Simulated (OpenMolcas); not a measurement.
An OpenMolcas run meant for Os I (ANO-RCC-VTZP, DKH2; inactive shells 1s 2s 2p 3s 3p 3d 4s 4p 4d 4f 5s 5p; intended active space 8 electrons in 6 orbitals (5d 6s)). One step of its input:

```
&CASPT2
Multistate=15 1 2 3 4 5 6 7 8 9 10 11 12 13 14 15
Frozen=14 16
IPEA=0.25
Imaginary=0.1
MaxIter=60
WThr=0.0 0.3 0.05
PrWF=0.5
NoMix
Deleted=22 23
```

The run finished. Its levels beside those of a sound run (SS-CASPT2, IPEA 0.25 Eh, imaginary shift 0.1 Eh (closed shells correlated: 5s 5p)), in cm⁻¹ above each run's lowest level:

```tsv
Level	This run	Usual run
5d⁶ 6s² ⁵D₄	0.0	0.0
5d⁶ 6s² ⁵D₂ [58 %]	3819	3427
5d⁶ 6s² ⁵D₃	3539	3598
5d⁶ 6s² ⁵D₁	5918	5852
5d⁶ 6s² ⁵D₀	6886	6931
5d⁷ 6s ⁵F₅	10837	7057
5d⁷ 6s ⁵F₄	14469	10990
```

Problem. Which setting is unsound, and how much does it matter here?

Solution. Nearly half of the orbitals are deleted from the virtual space, which removes much of the correlation energy. Against the sound run the excited levels shown move by 1300 cm-1 on average and by 3800 cm-1 at most.

CASPT2 does not keep the components of a term degenerate, so their means are used; among the terms shown or strongly mixed into the levels shown the widest spread is 2100 cm-1 (5d⁶ 6s² ⁵D, this run). Some high roots are left out of the spin-orbit mixing, which shifts the levels that they would mix with. Configurations are named by rounded mean occupations; where the s occupation lies near a half they are strongly mixed, a name can repeat and a true partner stay unpaired. A single d shell beside an s shell can misplace configurations of different d count against each other. The CASPT2 spread within a term exceeds the gap to the next term for 5d⁶ 6s² ³P and 5d⁷ 6s ⁵F, so the order of their levels is uncertain (holds for this run). Only configurations of the active space appear.

A share in square brackets marks a mixed level and gives the weight of the term that names it, the lowest over the columns.
